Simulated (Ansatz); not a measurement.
Ansatz (an electronic-structure program) input (B3LYP/6-31G* with LANL2DZ past Ar): The .json file joins the Basis Set Exchange's 6-31G* for atoms up to Ar and LANL2DZ past it.

Ansatz 0.2 input:
```yaml
crystal:
  periodic: [false, false, false]
  atoms:
    - {symbol: Sn, position_ang: [-0.00000000, -0.00000000, -0.00000000]}
    - {symbol: H, position_ang: [0.01230000, 0.01135700, 1.87957200]}
    - {symbol: H, position_ang: [-0.01230000, -0.01135700, -1.87957200]}
    - {symbol: H, position_ang: [1.77645100, -0.00682900, -0.01158400]}
    - {symbol: H, position_ang: [-0.88237200, 1.54187100, -0.00354200]}
    - {symbol: H, position_ang: [-0.89407900, -1.53504200, 0.01512600]}
basis:
  gaussian:
    orbitals: 6-31Gs+LANL2DZ.json
hamiltonian:
  xc: {name: B3LYP}
total_charge: -1
output: {forces: true}
```

Output:

```
Functional definition: B3LYP
integrals: 0.01 GiB planned
282 factors; integrals over basis functions are off by at most 2.3e-4 eV
mean field: 0.05 GiB planned
mean field evaluation 1: about -171.2237 eV, gradient 9.9e0 eV
mean field evaluation 2: about -171.5867 eV, gradient 4.3e0 eV
mean field evaluation 4: about -171.6846 eV, gradient 3.9e-1 eV
mean field evaluation 8: about -171.6575 eV, gradient 4.3e-4 eV
mean field -171.65745651 eV, -6.3082951731 hartree, gradient 1.1e-5 eV, S^2 0.000000; 0 other end points of the search recorded, 0 dependent functions left out
the calculation of the forces begins
reference -171.65769960 eV, -6.3083041064 hartree; 5, 5 occupied and 13, 13 virtual orbitals, 282 factors
Total energy: -171.65769960 eV, -6.3083041064 hartree
Atom 0 at    -0.000000    -0.000000    -0.000000 Å, force    -0.000063     0.000000     0.000000 eV/Å
Atom 1 at     0.012300     0.011357     1.879572 Å, force    -0.000521    -0.000478    -0.079191 eV/Å
Atom 2 at    -0.012300    -0.011357    -1.879572 Å, force     0.000516     0.000479     0.079192 eV/Å
Atom 3 at     1.776451    -0.006829    -0.011584 Å, force     0.073900    -0.000284    -0.000482 eV/Å
Atom 4 at    -0.882372     1.541871    -0.003542 Å, force    -0.036672     0.064181    -0.000148 eV/Å
Atom 5 at    -0.894079    -1.535042     0.015126 Å, force    -0.037160    -0.063897     0.000629 eV/Å
Dipole moment:     0.000000    -0.000000    -0.000000 e Å
```

The dipole moment of an ion depends on the origin.

The geometry given is a B3LYP-D3(BJ)/def2-TZVP minimum.
